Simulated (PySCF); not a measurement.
# The electron affinity along group 10

Calculated with PySCF 2.14 from differences of total energies of unrestricted determinants, without spin-orbit coupling. Values in eV. The last column holds reference values (measured affinities from photodetachment; the arrow runs from anion to atom). Unmarked ones compare directly (S terms, centres of terms, or small fine structure); those marked * lie between the lowest fine-structure levels and include a spin-orbit shift.

```
                                                          element                         configurations     UHF  MP2 (valence and next inner shell)  SCS-MP2 (valence and next inner shell)    PBE   PBE0  r2SCAN  reference
                               Ni (def2-TZVPPD, non-relativistic)            [Ar] 3d9 4s2 → [Ar] 3d8 4s2  -1.892                               1.898                                   1.424  1.831  1.095   1.095    1.157 *
Pd (def2-TZVPPD with the def2 core potential (28 electrons), ECP)              [Kr] 4d10 5s1 → [Kr] 4d10  -0.761                               0.007                                  -0.122  0.515  0.254   0.421      0.562
Pt (def2-TZVPPD with the def2 core potential (60 electrons), ECP)  [Xe] 4f14 5d9 6s2 → [Xe] 4f14 5d9 6s1   0.228                               1.851                                   1.811  1.945  1.682   1.869    2.125 *
```

The highest occupied level of the anion is positive for Ni⁻ at UHF, PBE, PBE0, r2SCAN; Pd⁻ at UHF, PBE, PBE0, r2SCAN; Pt⁻ at PBE, PBE0, r2SCAN, so there the basis helps to hold the electron.

"Valence" correlates the outer s and p shells and, in groups 3 to 12 and the f block, the outer d or f shell, open or full, or the next shell where the ion has no valence electron left; the wider scheme adds the next inner shell.
